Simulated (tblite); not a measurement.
C5H9F3O2P (charge -1).
SMILES with atom numbers: `[CH3:1][CH2:2][CH2:3][CH2:4][P@:5](=[O:6])([O-:7])[C:8]([F:9])([F:10])[F:11]` (hydrogens: H12, H13, H14 on C1; H15, H16 on C2; H17, H18 on C3; H19, H20 on C4)
Bond orders are those of one Lewis drawing.

Computed with GFN2-xTB (tblite), gas phase: L-BFGS steps from a force-field or distance-geometry start until the largest atomic force falls under 0.01 eV/Å.

Step 10: E = -1102.4715 eV
```
atom  x, y, z in Å  |  force x, y, z in eV/Å
C1     -3.2850   -0.0840    0.0192    0.012  -0.001  -0.002
C2     -1.9364    0.5867   -0.2055    0.003   0.001  -0.002
C3     -0.7669   -0.3506    0.0758   -0.005   0.004   0.000
C4      0.5648    0.3342   -0.1547   -0.002   0.002   0.001
P5      1.8801   -0.9206    0.2276    0.039  -0.010  -0.012
O6      1.9206   -2.0031   -0.7818    0.001   0.012  -0.016
O7      1.9488   -1.2248    1.6747    0.003   0.018   0.018
C8      3.3271    0.2764   -0.1691    0.009  -0.009   0.004
F9      3.3462    1.3894    0.6011    0.028  -0.009  -0.024
F10     3.3185    0.7449   -1.4390    0.030   0.006   0.024
F11     4.5343   -0.2945   -0.0049   -0.004  -0.012   0.004
H12    -3.3659   -0.4230    1.0499   -0.031   0.002  -0.004
H13    -4.1008    0.6077   -0.1891   -0.013  -0.028   0.015
H14    -3.3854   -0.9493   -0.6326   -0.023   0.000   0.003
H15    -1.8672    0.9341   -1.2403   -0.035   0.012   0.004
H16    -1.8488    1.4623    0.4442   -0.037   0.004  -0.012
H17    -0.8178   -1.2314   -0.5697   -0.010   0.005   0.004
H18    -0.7995   -0.7023    1.1103   -0.006  -0.002  -0.003
H19     0.6544    0.6620   -1.1916    0.023  -0.002  -0.008
H20     0.6738    1.1967    0.5046    0.019   0.005   0.007
```

Step 11: E = -1102.4718 eV
```
atom  x, y, z in Å  |  force x, y, z in eV/Å
C1     -3.2845   -0.0839    0.0191   -0.008  -0.009   0.002
C2     -1.9357    0.5866   -0.2056   -0.026   0.007  -0.001
C3     -0.7660   -0.3504    0.0758   -0.029   0.007  -0.002
C4      0.5655    0.3342   -0.1547   -0.004  -0.002   0.003
P5      1.8800   -0.9209    0.2277    0.056  -0.004  -0.031
O6      1.9208   -2.0031   -0.7824   -0.001   0.019  -0.002
O7      1.9491   -1.2244    1.6749    0.001   0.011   0.021
C8      3.3281    0.2763   -0.1690   -0.002  -0.010   0.002
F9      3.3471    1.3898    0.6006    0.032  -0.017  -0.020
F10     3.3195    0.7456   -1.4388    0.034  -0.002   0.026
F11     4.5348   -0.2958   -0.0046   -0.010  -0.003   0.002
H12    -3.3673   -0.4228    1.0496   -0.020  -0.001   0.000
H13    -4.1018    0.6064   -0.1884   -0.002  -0.019   0.009
H14    -3.3865   -0.9492   -0.6324   -0.015  -0.003   0.001
H15    -1.8689    0.9347   -1.2402   -0.023   0.008   0.001
H16    -1.8506    1.4626    0.4437   -0.025   0.005  -0.007
H17    -0.8183   -1.2311   -0.5696   -0.003   0.003   0.002
H18    -0.7999   -0.7023    1.1102    0.000   0.000  -0.003
H19     0.6551    0.6619   -1.1914    0.024   0.000  -0.013
H20     0.6743    1.1966    0.5045    0.021   0.009   0.010
```

Step 12: E = -1102.4722 eV
```
atom  x, y, z in Å  |  force x, y, z in eV/Å
C1     -3.2842   -0.0841    0.0190   -0.034  -0.019   0.008
C2     -1.9355    0.5866   -0.2058   -0.055   0.011   0.000
C3     -0.7653   -0.3499    0.0758   -0.042   0.013  -0.005
C4      0.5664    0.3343   -0.1547   -0.003  -0.004   0.004
P5      1.8810   -0.9214    0.2278    0.045   0.009  -0.035
O6      1.9212   -2.0031   -0.7830    0.003   0.023   0.010
O7      1.9494   -1.2240    1.6753    0.005   0.006   0.011
C8      3.3294    0.2762   -0.1690   -0.006  -0.008   0.000
F9      3.3491    1.3902    0.5996    0.033  -0.019  -0.004
F10     3.3218    0.7465   -1.4383    0.033  -0.013   0.016
F11     4.5353   -0.2975   -0.0041   -0.008   0.000   0.001
H12    -3.3696   -0.4227    1.0493   -0.004  -0.007   0.008
H13    -4.1033    0.6044   -0.1873    0.006  -0.002   0.000
H14    -3.3883   -0.9493   -0.6322   -0.004  -0.010  -0.003
H15    -1.8716    0.9356   -1.2402   -0.009   0.003  -0.004
H16    -1.8534    1.4631    0.4430   -0.011   0.007   0.001
H17    -0.8191   -1.2305   -0.5695    0.003   0.001  -0.001
H18    -0.8003   -0.7021    1.1101    0.004   0.004  -0.003
H19     0.6565    0.6619   -1.1914    0.022  -0.001  -0.012
H20     0.6753    1.1967    0.5045    0.021   0.006   0.009
```

**Question.** Estimate the geometry and energy of step 13. (The exact step hangs on the optimiser's Hessian estimate; all steps are aligned on step 12, rigid shifts and turns removed.)

**Answer.** E = -1102.4726 eV, largest force 0.065 eV/Å
```
atom  x, y, z in Å  |  force x, y, z in eV/Å
C1     -3.2846   -0.0847    0.0191   -0.049  -0.024   0.011
C2     -1.9364    0.5868   -0.2059   -0.064   0.010   0.002
C3     -0.7654   -0.3491    0.0757   -0.039   0.017  -0.007
C4      0.5672    0.3342   -0.1546   -0.004  -0.001   0.002
P5      1.8827   -0.9217    0.2277    0.013   0.021  -0.021
O6      1.9216   -2.0031   -0.7833    0.011   0.022   0.013
O7      1.9499   -1.2238    1.6756    0.013   0.006  -0.006
C8      3.3307    0.2760   -0.1690   -0.001  -0.004  -0.002
F9      3.3520    1.3905    0.5984    0.028  -0.016   0.015
F10     3.3250    0.7474   -1.4376    0.028  -0.021  -0.003
F11     4.5356   -0.2993   -0.0035   -0.001  -0.004   0.003
H12    -3.3720   -0.4227    1.0492    0.010  -0.015   0.016
H13    -4.1049    0.6023   -0.1863    0.004   0.015  -0.009
H14    -3.3901   -0.9495   -0.6321    0.005  -0.017  -0.005
H15    -1.8746    0.9366   -1.2402    0.000  -0.002  -0.007
H16    -1.8566    1.4637    0.4423   -0.001   0.008   0.007
H17    -0.8197   -1.2298   -0.5695    0.005   0.002  -0.002
H18    -0.8005   -0.7018    1.1099    0.004   0.008  -0.006
H19     0.6582    0.6618   -1.1915    0.018  -0.003  -0.004
H20     0.6767    1.1969    0.5046    0.019   0.000   0.004
```

The energy changes by -0.0004 eV. The first-order estimate −F·Δx gives -0.0005 eV and the mean of the old and new forces, exact on a quadratic surface, -0.0004 eV. The step makes an angle of 62° with the force vector and moves no atom by more than 0.003 Å.

The cost below is that of the whole relaxation. Hardware: one thread, AMD EPYC 7B13 (x86_64), no GPU, shared host with 64 logical CPUs at a one-minute load of 9.4. Cost: 0.57 s.
